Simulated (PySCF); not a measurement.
Species: n-propyl bromide, C3H7Br.
SMILES with atom numbers: `[CH3:1][CH2:2][CH2:3][Br:4]` (hydrogens: H5, H6, H7 on C1; H8, H9 on C2; H10, H11 on C3)

Geometry (PBE0-D3(BJ)/def2-SVP, Å), atoms numbered from 1 in this order:
```
atom  x, y, z in Å
C1    -1.680    0.492   -0.056
C2    -0.956   -0.680   -0.695
C3     0.326   -0.318   -1.414
Br4    1.688    0.403   -0.218
H5    -1.059    0.965    0.719
H6    -1.928    1.264   -0.802
H7    -2.619    0.165    0.414
H8    -0.738   -1.454    0.059
H9    -1.608   -1.160   -1.446
H10    0.791   -1.194   -1.885
H11    0.165    0.453   -2.180
```

Method: core-valence-separated Tamm–Dancoff BHandHLYP/aug-pcX-1 (pcseg-1 on H, def2-SVPD on Br) in PySCF, non-relativistic, gas phase, PBE0-D3(BJ)/def2-SVP geometry. BHandHLYP without relativity tends to put these K edges a few eV too low, so spacings mean more than positions.

The lowest roots of each edge with f over 0.003 (five at most, numbered afresh; weaker and dark ones are left out), with transition dipoles (au) in the frame of the coordinates:

| root | edge | E (eV) | μx | μy | μz |
| --- | --- | --- | --- | --- | --- |
| 1 | C | 284.18 | -0.0665 | -0.0369 | -0.0625 |
| 2 | C | 285.43 | 0.0311 | -0.0217 | -0.0059 |
| 3 | C | 285.67 | -0.0302 | -0.0391 | -0.0030 |
| 4 | C | 285.98 | 0.0137 | 0.0382 | -0.0406 |
| 5 | C | 286.09 | 0.0059 | 0.0075 | 0.0371 |

What are the oscillator strengths?

f = (2/3) ΔE |μ|², with ΔE in hartree (27.2114 eV):

```csv
root,ΔE (Eh),|μ|² (au),f,core hole on
1,10.4435,0.009690,0.067,C3
2,10.4894,0.001473,0.010,C1
3,10.4983,0.002450,0.017,C2
4,10.5095,0.003295,0.023,C1
5,10.5138,0.001467,0.010,C2
```

Molecules are fixed in this frame and the field points along (1, 0, −1)/√2. What effective strengths 3 f cos²θ do the roots have (θ between field and μ)?

root 1 (C3): 0.000, root 2 (C1): 0.014, root 3 (C2): 0.008, root 4 (C1): 0.031, root 5 (C2): 0.010. Root 4 is the strongest. Averaged over all orientations cos²θ is 1/3, which gives f back.

 The BHandHLYP/aug-pcX-1 (pcseg-1 on H, def2-SVPD on Br) calculation is non-relativistic and has no spin–orbit coupling, an omission that weighs most on bromine.

The run took 7.4 s on Intel Xeon Platinum 8375C at 2.90 GHz, one thread, shared host with 64 logical CPUs at a one-minute load of 5.7, and the process peaked at 0.72 GiB of memory.

One conformer stands for the species.
